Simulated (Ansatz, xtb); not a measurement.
## C6H2N4: which of two isomers lies lower

We compare X, `N#Cc1cncnc1C#N`, a singlet, with Y, `N#Cc1cnc(C#N)nc1`, a singlet. Both are isolated molecules in the gas phase, relaxed with PBE0-D3(BJ)/def2-SVP.

Question: Estimate which is lower in electronic energy at CCSD(T)/def2-SVP + ΔMP2/def2-TZVPP, and by roughly how much.

Answer: CCSD(T)/def2-SVP + ΔMP2/def2-TZVPP gives E(Y) − E(X) = −2.23 kJ/mol, slightly favouring structure Y, which is too small a margin to settle the true order.

How the difference moves with the method:

```tsv
level	geometry	E(Y) − E(X) (kJ/mol)	departure from the last row (kJ/mol)	job, with rough time for the two
GFN2-xTB	GFN2-xTB	+1.11	+3.33	optimisation, 0.13 s
HF/STO-3G	GFN2-xTB	−4.26	−2.04	single point, 1.2 s
r2SCAN-D4/def2-SVP	GFN2-xTB	−4.91	−2.68	single point, 7.2 s
PBE0-D3(BJ)/def2-SVP	PBE0-D3(BJ)/def2-SVP	−5.05	−2.83	optimisation, 49 s
HF/def2-SVP	PBE0-D3(BJ)/def2-SVP	−9.87	−7.64	part of the CCSD(T) run
MP2/def2-SVP	PBE0-D3(BJ)/def2-SVP	−4.11	−1.89	part of the CCSD(T) run
CCSD(T)/def2-SVP	PBE0-D3(BJ)/def2-SVP	−5.74	−3.51	single point
CCSD(T)/def2-SVP + ΔMP2/def2-TZVPP	PBE0-D3(BJ)/def2-SVP	−2.23		single point, 3.6 min
```

As drawn, both hold the same kinds of bond in the same numbers.

The largest departure from CCSD(T)/def2-SVP + ΔMP2/def2-TZVPP is that of HF/def2-SVP, 7.64 kJ/mol. The last row adds to CCSD(T) the change of the MP2 difference between the two basis sets, here +3.51 kJ/mol.

With thermal terms from frequencies at re-optimised GFN2-xTB minima (ideal gas, soft modes damped towards free rotors, one conformer each, 298.15 K, 1 atm): on the last row, ΔE + ΔZPE = −2.25, ΔH = −2.32, ΔG = −0.12 kJ/mol.

The correlated steps freeze 10 core orbitals. Run with Ansatz 0.2.0, xtb 6.7.1; the last row on 2 threads of Arm Neoverse V2 on a shared host.
